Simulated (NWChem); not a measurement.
C3H6Si; SMILES C(=C[SiH3])=C

All runs: NWChem. Pople sets run with spherical d functions. Each level has its own optimisation; frequencies are unscaled. Brackets give each atom's bonded neighbours.

| level | r C–C [C(CC)–C(CHH)] (Å) | r C–H [C(CHH)–H(C)] (Å) | r C–C [C(CC)–C(CHSi)] (Å) | r C–Si (Å) | highest harmonic frequency (cm⁻¹) | lowest (cm⁻¹) | zero-point energy (kcal/mol) | dipole (D) |
|---|---|---|---|---|---|---|---|---|
| Hartree-Fock/STO-3G | 1.289 | 1.082 | 1.287 | 1.853 | 3778 | 84 | 54.5 | 0.45 |
| Hartree-Fock/6-31G* | 1.297 | 1.075 | ? | 1.874 | ? | ? | ? | 0.61 |
| B3LYP/6-31G* | 1.308 | 1.088 | 1.310 | 1.874 | 3225 | 98 | 44.8 | 0.61 |

Problem. Fill in the missing entries.

Solution. 
- Hartree-Fock/6-31G*, r C–C [C(CC)–C(CHSi)] (Å): 1.299
- Hartree-Fock/6-31G*, highest harmonic frequency (cm⁻¹): 3411
- Hartree-Fock/6-31G*, lowest (cm⁻¹): 107
- Hartree-Fock/6-31G*, zero-point energy (kcal/mol): 48.0
